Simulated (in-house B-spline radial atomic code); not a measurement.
Ionising the bromine ion Br²³⁺ with different functionals

Computed with a radial B-spline atomic code at the basis-set limit: scalar-relativistic (spin-free X2C) Hamiltonian, Fermi nucleus of rms radius 4.1629 fm, spin-polarised at highest spin, spherical fractional occupations for the functionals. The ionisation energy is the difference of two self-consistent energies, [Ne] 3s2 → [Ne] 3s1, without Breit or QED terms; ε is the level of the shell that loses the electron (its least bound occupied spin orbital). There is no spin-orbit coupling in this Hamiltonian.

```csv
method,rung,ΔSCF (eV),-ε(3s) (eV)
HF fractional,Hartree-Fock,?,?
LDA VWN5,LDA,1069.51,1048.24
BLYP,GGA,1070.06,1048.87
B97-1,global hybrid,1069.85,1052.49
PBE0,global hybrid,?,?
CAM-B3LYP,range-separated hybrid,1069.72,1054.81
```

(1) What does HF fractional give?

(2) What does PBE0 give?

(3) Among the functionals, which spreads more, the ΔSCF values or the orbital energies?

(4) How do they compare with the NIST value?

Answers

(1) ΔSCF 1066.14 eV, and -ε(3s) = 1066.34 eV.

(2) ΔSCF 1069.55 eV, and -ε(3s) = 1053.32 eV.

(3) The orbital energies: ΔSCF values span about 0.55 eV and the orbital energies 6.56 eV; here energy differences depend much less on the functional than eigenvalues do.

(4) NIST lists 1071 eV ± 1.4 (semi-empirical, ground level to ground level). Errors run from -4.46 to -0.54 eV; BLYP is closest (-0.54 eV), though others lie within the uncertainty of it, and part of that can be cancellation, since the calculations leave out Breit-QED terms, the near-degeneracy of s² and p².
